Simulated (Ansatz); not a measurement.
Bond stretch in MgH, doublet.

- UKS-PBE = unrestricted PBE/cc-pVQZ in Ansatz (a program for electronic structure)
- UKS-BLYP = Ansatz with unrestricted BLYP/cc-pVQZ
- UKS-CAM-B3LYP = unrestricted CAM-B3LYP/cc-pVQZ run with Ansatz
- ROCCSD(T) = CCSD(T) on ROHF/cc-pVQZ, frozen core in Ansatz
- UCCSD(T) = CCSD(T) on UHF/cc-pVQZ, frozen core in Ansatz
- FCI = full CI/cc-pVQZ, frozen core in Ansatz

Cost and accuracy over the 23 points of the scan, with FCI as yardstick. Costs are rough ratios of core time within Ansatz on shared cores, each with its mean field (Kohn-Sham runs search longer for lower solutions than correlated ones do); the miss is the largest error against full CI of the curve after the mean shift, in eV.

| level | relative cost | largest error |
|---|---|---|
| UKS-PBE | 1 | 0.095 |
| UKS-BLYP | 1 | 0.136 |
| UKS-CAM-B3LYP | 1 | 0.109 |
| ROCCSD(T) | 2 | 0.007 |
| UCCSD(T) | 3 | 0.004 |

Costs within a factor of two of each other count as equal.

The T1 diagnostic of CCSD on the restricted reference of ROCCSD(T) exceeds 0.045 at 2.00 to 3.10 Å. The unrestricted determinant behind UCCSD(T) is spin-contaminated at 2.37 to 3.10 Å (<S²> up to 0.9, against 0.75 for a pure doublet).
